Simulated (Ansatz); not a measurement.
**Nudged elastic band run: ClF2HSi**

Input file:

```yaml
crystal:
  periodic: [false, false, false]
  atoms:
    - { symbol: Si, position_ang: [0.316586, 0.0, 0.106818] }
    - { symbol: Cl, position_ang: [0.642906, 0.0, 2.127697] }
    - { symbol: H, position_ang: [1.587334, 0.0, -0.657394] }
    - { symbol: F, position_ang: [-0.558713, 1.305681, -0.282861] }
    - { symbol: F, position_ang: [-0.558713, -1.305681, -0.282861] }
basis:
  gaussian: { orbitals: def2-SVP }
hamiltonian:
  xc: pbe
neb:
  order_check: false
  images: 6
  f_tol: 0.05
  max_iterations: 60
  climbing: false
  final_atoms:
    - { symbol: Si, position_ang: [-0.32620526, 0.00015324, -0.85719909] }
    - { symbol: Cl, position_ang: [1.5716003, 0.00019439, 1.6050584] }
    - { symbol: H, position_ang: [2.57638672, -0.00028839, 0.78226319] }
    - { symbol: F, position_ang: [-1.19628706, 1.26646136, -0.25911808] }
    - { symbol: F, position_ang: [-1.19609469, -1.26652061, -0.25960542] }
  initial_path:
    images:
      - { positions_ang: [[0.316586, 0.0, 0.106818], [0.642906, 0.0, 2.127697], [1.587334, 0.0, -0.657394], [-0.558713, 1.305681, -0.282861], [-0.558713, -1.305681, -0.282861]] }
      - { positions_ang: [[0.22617618, 0.0, 0.07623733], [0.82207236, 0.0, 2.07788004], [1.60694226, 0.0, -0.43561676], [-0.6128954, 1.303315, -0.35355081], [-0.6128954, -1.303315, -0.35355081]] }
      - { positions_ang: [[0.13576637, 0.0, 0.04565666], [1.00123872, 0.0, 2.02806309], [1.62655052, 0.0, -0.21383952], [-0.6670778, 1.300949, -0.42424062], [-0.6670778, -1.300949, -0.42424062]] }
      - { positions_ang: [[0.04535655, 0.0, 0.01507599], [1.18040508, 0.0, 1.97824613], [1.64615878, 0.0, 0.00793772], [-0.72126021, 1.298583, -0.49493042], [-0.72126021, -1.298583, -0.49493042]] }
      - { positions_ang: [[-0.04647077, 2.189e-05, -0.12264074], [1.31307569, 2.777e-05, 1.90358348], [1.78745203, -4.12e-05, 0.21360303], [-0.81234221, 1.29298019, -0.49153858], [-0.81231473, -1.29298866, -0.4916082]] }
      - { positions_ang: [[-0.1397156, 6.567e-05, -0.36749352], [1.39925056, 8.331e-05, 1.80407512], [2.05043026, -0.00012359, 0.40315642], [-0.94032383, 1.28414058, -0.41406508], [-0.94024139, -1.28416598, -0.41427394]] }
      - { positions_ang: [[-0.23296043, 0.00010946, -0.6123463], [1.48542543, 0.00013885, 1.70456676], [2.31340849, -0.00020599, 0.59270981], [-1.06830544, 1.27530097, -0.33659158], [-1.06816804, -1.27534329, -0.33693968]] }
      - { positions_ang: [[-0.32620526, 0.00015324, -0.85719909], [1.5716003, 0.00019439, 1.6050584], [2.57638672, -0.00028839, 0.78226319], [-1.19628706, 1.26646136, -0.25911808], [-1.19609469, -1.26652061, -0.25960542]] }
```

Run as:

```bash
$ ansatz run input.yaml --threads 1 --pin off --max-ram 2048MiB --backend cpu --events-out ev --progress --plain --runs-dir out
```

Output, in part (warnings, iteration lines, the closing report on the highest movable image, with atoms numbered from 0):

```
NEB end point (image 0): max|allowed force component| = 2.194e-3 eV/Å (the criterion of neb.relax_end_points is 1.000e-2)
NEB end point (image 7): max|allowed force component| = 8.518e-3 eV/Å (the criterion of neb.relax_end_points is 1.000e-2)
NEB iter   1: max|band force component| = 7.832e0 eV/Å  barrier→ = 3.9891 eV  barrier← = 1.7968 eV  Δτ_max = 0.1926 Å  (205 SCF iters)
NEB iter   2: max|band force component| = 4.540e0 eV/Å  barrier→ = 2.9175 eV  barrier← = 0.7252 eV  Δτ_max = 0.1991 Å  (179 SCF iters)
NEB iter   3: max|band force component| = 3.833e0 eV/Å  barrier→ = 3.0178 eV  barrier← = 0.8255 eV  Δτ_max = 0.1906 Å  (180 SCF iters)
NEB iter   4: max|band force component| = 1.049e0 eV/Å  barrier→ = 2.6208 eV  barrier← = 0.4285 eV  Δτ_max = 0.0975 Å  (181 SCF iters)
NEB iter   5: max|band force component| = 8.282e-1 eV/Å  barrier→ = 2.6622 eV  barrier← = 0.4699 eV  Δτ_max = 0.1884 Å  (166 SCF iters)
NEB iter   6: max|band force component| = 3.677e0 eV/Å  barrier→ = 2.7270 eV  barrier← = 0.5347 eV  Δτ_max = 0.1036 Å  (166 SCF iters)
NEB iter   7: max|band force component| = 6.001e-1 eV/Å  barrier→ = 2.6609 eV  barrier← = 0.4687 eV  Δτ_max = 0.1158 Å  (170 SCF iters)
NEB iter   8: max|band force component| = 2.406e-1 eV/Å  barrier→ = 2.6340 eV  barrier← = 0.4417 eV  Δτ_max = 0.0376 Å  (168 SCF iters)
NEB iter   9: max|band force component| = 6.645e-2 eV/Å  barrier→ = 2.6335 eV  barrier← = 0.4412 eV  Δτ_max = 0.1914 Å  (162 SCF iters)
NEB iter  10: max|band force component| = 4.639e0 eV/Å  barrier→ = 2.8572 eV  barrier← = 0.6650 eV  Δτ_max = 0.1018 Å  (187 SCF iters)
NEB iter  11: max|band force component| = 9.436e-1 eV/Å  barrier→ = 2.6902 eV  barrier← = 0.4980 eV  Δτ_max = 0.1236 Å  (174 SCF iters)
NEB iter  12: max|band force component| = 3.056e-1 eV/Å  barrier→ = 2.6358 eV  barrier← = 0.4435 eV  Δτ_max = 0.0688 Å  (167 SCF iters)
NEB iter  13: max|band force component| = 4.068e-1 eV/Å  barrier→ = 2.6439 eV  barrier← = 0.4516 eV  Δτ_max = 0.0322 Å  (157 SCF iters)
NEB iter  14: max|band force component| = 9.171e-2 eV/Å  barrier→ = 2.6388 eV  barrier← = 0.4465 eV  Δτ_max = 0.0340 Å  (144 SCF iters)
NEB iter  15: max|band force component| = 3.933e-1 eV/Å  barrier→ = 2.6447 eV  barrier← = 0.4524 eV  Δτ_max = 0.0158 Å  (153 SCF iters)
NEB iter  16: max|band force component| = 7.938e-2 eV/Å  barrier→ = 2.6393 eV  barrier← = 0.4470 eV  Δτ_max = 0.0208 Å  (148 SCF iters)
NEB iter  17: max|band force component| = 8.804e-3 eV/Å  barrier→ = 2.6378 eV  barrier← = 0.4455 eV  Δτ_max = 0.0000 Å  (288 SCF iters)
Total energy: -25827.04555792 eV, -949.1264180532 hartree
Atom 0 at     0.199032     0.000003    -0.345921 Å, force     0.177254    -0.000003     0.830346 eV/Å
Atom 1 at     1.149214    -0.000005     1.880446 Å, force    -0.489982    -0.000001     0.120507 eV/Å
Atom 2 at     1.670303     0.000000     0.216054 Å, force     0.016220     0.000004    -0.871468 eV/Å
Atom 3 at    -0.794577     1.289182    -0.369584 Å, force     0.148254    -0.002120    -0.039692 eV/Å
Atom 4 at    -0.794571    -1.289180    -0.369595 Å, force     0.148254     0.002121    -0.039692 eV/Å
Dipole moment:     0.176199     0.000002    -0.334703 e Å
```

The forces met the threshold. Neighbouring images differ by up to 1.2 eV, so the band resolves the path poorly. No image climbed, so the highest image needn't sit at the top of the path. The orbitals stay closed-shell, which can raise the energy where a bond breaks towards radicals; this wasn't checked here.

Final band (atoms are numbered from 1 in the order of the input):

```tsv
image	path coordinate (Å)	energy (kcal/mol)	Si1–Cl2 (Å)	Si1–H3 (Å)	Cl2–H3 (Å)
0	0.00	0.0	2.05	1.48	2.94
1	0.42	7.0	2.06	1.47	2.54
2	0.83	32.6	2.17	1.47	2.11
3	1.25	60.8	2.42	1.57	1.74
4	1.66	57.8	2.71	1.88	1.41
5	2.08	52.9	3.04	2.36	1.31
6	2.49	51.3	3.09	2.84	1.30
7	2.91	50.6	3.11	3.33	1.30
```

Time of the run: 2.2 min on 1 thread of AMD EPYC 7R43 64-Core Processor (Zen 3) (shared host), peak memory 0.12 GiB.
